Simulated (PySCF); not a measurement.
Geometry (Å), atoms numbered from 1 in this order:
```xyz
15

C     3.561   -0.023    0.163
C     2.141    0.101   -0.100
C     0.943    0.204   -0.326
B    -0.540    0.339   -0.600
C    -1.611   -0.079    0.467
C    -3.069    0.219    0.144
H     3.818    0.399    1.147
H     4.166    0.488   -0.603
H     3.854   -1.085    0.175
H    -0.881    0.767   -1.684
H    -1.457   -1.167    0.627
H    -1.315    0.356    1.441
H    -3.377   -0.264   -0.797
H    -3.752   -0.129    0.934
H    -3.237    1.300    0.018
```

Geometry: PBE0-D3(BJ)/def2-SVP; GIAO absolute shieldings from PySCF 2.14.0 with density-fitted response routines, gas phase, non-relativistic, averaged over equivalent atoms.

At PBE0/pcSseg-1 (147 basis functions, 11 s wall time on 1 thread of an Arm Neoverse V2, shared host):
```tsv
atoms	σ (ppm)
C2	41.0
C3	87.1
C5	157.1
C6	170.9
C1	176.9
B4	28.8
H10	24.60
H7/H8/H9	29.02
H11/H12	29.97
H13/H14/H15	30.06
```

Problem. Predict the values at PBE0/6-311+G(2d,p) on the same geometry.

Solution. 
```tsv
atoms	σ at PBE0/6-311+G(2d,p)	change
C2	44.9	+3.9
C3	91.2	+4.1
C5	159.2	+2.1
C6	173.8	+2.9
C1	180.1	+3.2
B4	32.9	+4.1
H10	24.73	+0.13
H7/H8/H9	29.30	+0.28
H11/H12	30.16	+0.19
H13/H14/H15	30.35	+0.29
```

The largest change is at C3 (alkyne carbon). Cost: 216 basis functions, 36 s wall time on 1 thread of an x86-64 server CPU, shared host. The order of the carbon signals is the same at both levels.

A carbon bonded to boron is broadened by the quadrupolar boron nucleus and is often missing from a measured spectrum.
